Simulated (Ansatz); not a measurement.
`[AlH2][AlH][SeH]` + CH₃SH → `C[S][AlH2]` + `[AlH2][SeH]` at 400 K and 1 bar (cleavage of the Al–Al bond).

Gas-phase electronic energies from Ansatz, PBE0-D4/def2-TZVP geometries. CCSD(T)/CBS is the MP2 limit (def2-TZVPP, def2-QZVPP) plus CCSD(T) − MP2 in def2-TZVPP, frozen cores. This one scheme is used for every species. For Se outer-core shells are correlated without core-valence functions, which leaves a few kJ/mol of doubt a bond. Scalar relativity is left out up to krypton. Each species was taken in one conformer, which may not be the lowest.

| species | CCSD(T)/CBS energy (Eh) | H − E (kJ/mol) | S (J/(mol·K)) |
| --- | --- | --- | --- |
| `[AlH2][AlH][SeH]` | -2887.14851 | 105.9 | 385.2 |
| CH₃SH | -438.22835 | 138.7 | 269.4 |
| `C[S][AlH2]` | -680.87163 | 164.4 | 336.3 |
| `[AlH2][SeH]` | -2644.54675 | 77.0 | 301.5 |

H − E and S are ideal-gas, rigid-rotor, harmonic terms from PBE0-D4/def2-TZVP, for one conformer and one mirror image of each species. 1 Eh = 2625.50 kJ/mol, R = 8.31446 J/(mol·K).

Problem. By hand: ΔE, ΔH, ΔS and ΔG.

Solution. ΔE = (-680.87163) + (-2644.54675) − (-2887.14851) − (-438.22835) = -0.04152 Eh = -109.0 kJ/mol. Δ(H − E) = 164.4 + 77.0 − 105.9 − 138.7 = -3.2, so ΔH = -112.2 kJ/mol. ΔS = 336.3 + 301.5 − 385.2 − 269.4 = -16.8 J/(mol·K). ΔG = -112.2 − 400 × (-16.8)/1000 = -105.5 kJ/mol.

Problem. By hand: the equilibrium constant, and the temperature at which ΔG would vanish if ΔH and ΔS stayed fixed.

Solution. log₁₀ K = −ΔG/(RT ln 10) = 13.8. ΔG = 0 at ΔH/ΔS = 6679 K, far beyond where these terms or the molecules hold.

ΔH outweighs TΔS. A doubt of 5 kJ/mol in ΔE shifts log₁₀ K by 0.7 here. Other conformers and mirror images would add mixing entropy, several J/(mol·K) or more a flexible species. These are equilibria of isolated gas molecules and say nothing of rates. Largest T1 diagnostic: 0.011 (customary marks: 0.02 for closed shells, 0.045 for open ones).
